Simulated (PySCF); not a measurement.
Relaxation of triplet PtOI2

Computed with UPBE/[Pt def2-SVP with ECP60, O def2-SVP, I def2-SVP with ECP28], scalar-relativistic core potentials, density fitting, no spin–orbit coupling, PySCF. A (50,194) grid was used.

A hand-made trigonal planar start, of C2v symmetry, held to at least that symmetry:

Coordinates in bohr (charge 0 multiplicity 3):
```
Pt   -0.6055   -1.0488    0.0000
O    -2.2023   -3.8146    0.0000
I     4.2322   -1.0487    0.0000
I    -3.0244    3.1408    0.0000
```

Optimiser trace:
```
step  E − E(last) (kJ/mol)  largest gradient (Eh/bohr)
   0                 26.20                     0.07021
   1                  7.66                     0.01508
   2                  4.88                     0.00683
   3                  1.30                     0.01041
   4                  0.40                     0.00742
   5                  0.03                     0.00121
   6                  0.00                     0.00032
   7                  0.00                     0.00009
```

It ends at Cs with Pt–I 2.559 Å, Pt–I 2.576 Å, Pt–O 1.793 Å; I–Pt–I 106.6°, I–Pt–O 104.9°, I–Pt–O 148.5° (after a last refinement on a finer grid). A frequency run shows a minimum. Other isomers or separated fragments may lie lower.

Other spin states or occupations of the open shell can lie lower. No spin–orbit coupling is included, which matters more the heavier the element.
